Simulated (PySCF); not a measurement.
# How methods differ on the ionisation energy of Ru¹⁹⁺

Ru¹⁹⁺ [Ar] 3d7 (4F) → Ru²⁰⁺ [Ar] 3d6 (5D), as a difference of total energies. Computed with PySCF 2.14 in an uncontracted even-tempered set (17 s from 1.7 bohr⁻², ratio 2.5; 11 p from 2.2 bohr⁻², ratio 2.5; 8 d from 2.2 bohr⁻², ratio 2.5; 4 f from 11 bohr⁻², ratio 2.7; 4 g from 17 bohr⁻², ratio 2.7), with the non-relativistic Hamiltonian (point nucleus). Correlated levels: outer shells: [Ne] frozen; virtual orbitals above 40 to 60 times the deepest correlated orbital energy dropped. The calculations carry no spin-orbit coupling.

```json
{"method": "UHF", "ionisation energy (eV)": "847.64"}
{"method": "LDA", "ionisation energy (eV)": "849.03"}
{"method": "PBE", "ionisation energy (eV)": "849.14"}
{"method": "PBE0", "ionisation energy (eV)": "849.27"}
{"method": "r2SCAN", "ionisation energy (eV)": "849.93"}
{"method": "revPBE", "ionisation energy (eV)": "849.07"}
{"method": "B97-3", "ionisation energy (eV)": "849.41"}
{"method": "MP2 (outer shells)", "ionisation energy (eV)": "848.92"}
{"method": "SCS-MP2 (outer shells)", "ionisation energy (eV)": "849.05"}
```

Question: How much does correlation contribute at MP2 (outer shells)?

Answer: 848.92 − (847.64) = 1.28 eV, measured against UHF.

A first-order spin-orbit estimate (lowest level to lowest level, LS coupling) adds 0.863 eV.

All relativistic terms are absent from these numbers, so their closeness to the reference says little about the methods.

For comparison: 845 ± 4 eV (theoretical estimate listed by NIST; NIST Atomic Spectra Database, ionization energies).
